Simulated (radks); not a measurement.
Task: Ge2+, 30 electrons, occupied as [Ar] 3d10 4s2. All-electron calculation, non-relativistic Kohn-Sham, LDA (Slater exchange, Perdew-Wang correlation), spin-polarised, spherical densities, point nucleus. Program: a radial shooting solver on a logarithmic mesh with Libxc functionals. Some entries of the table are withheld. Estimate them.

| orbital | occ. | eigenvalue (Ry) | <1/r> (bohr^-1) | <r> (bohr) |
|---|---|---|---|---|
| 1s | 2 | -794.0788 | 31.46 | 0.04792 |
| 2s | 2 | -99.58427 | 6.908 | 0.2142 |
| 2p | 6 | -88.91658 | 6.887 | 0.1854 |
| 3s | 2 | -13.39391 | 2.230 | (1) |
| 3p | 6 | -9.86034 | 2.110 | (2) |
| 3d | 10 | -3.69970 | 1.793 | 0.7284 |
| 4s | 2 | -2.14313 | 0.6672 | 1.961 |

Result: 
(1) 3s <r> (bohr): 0.6363
(2) 3p <r> (bohr): 0.6523
